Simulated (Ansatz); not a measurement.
`[SiH3]C[SiH2]Br` + `O[Si]F` → `F[Si]O[SiH3]` + `C[SiH2]Br`  (ligand exchange at the Si–C bond)

Gas-phase electronic energies from Ansatz, PBE0-D4/def2-TZVP geometries. CCSD(T)/CBS is the MP2 limit (def2-TZVPP, def2-QZVPP) plus CCSD(T) − MP2 in def2-TZVPP, frozen cores. This one scheme is used for every species. For Br outer-core shells are correlated without core-valence functions, which leaves a few kJ/mol of doubt a bond. Scalar relativity is left out up to krypton. Each species was taken in one conformer, which may not be the lowest.

```tsv
species	CCSD(T)/CBS(def2) energy (Eh)
`[SiH3]C[SiH2]Br`	-3193.79525
`O[Si]F`	-464.72778
`F[Si]O[SiH3]`	-755.04483
`C[SiH2]Br`	-2903.51417
```

(1) Work out ΔE.

Largest T1 diagnostic among the species: 0.015.

Answers

(1) ΔE = (-755.04483) + (-2903.51417) − (-3193.79525) − (-464.72778) = -0.03597 Eh = -94.4 kJ/mol.

From PBE to PBE0 (25 % exact exchange), in def2-TZVPP and without D4, ΔE moves by −3.9 kJ/mol. In def2-TZVPP, CCSD(T) changes the Hartree–Fock value by +23.9 kJ/mol (the triples alone add +3.2 kJ/mol) and MP2 by +23.6 kJ/mol.
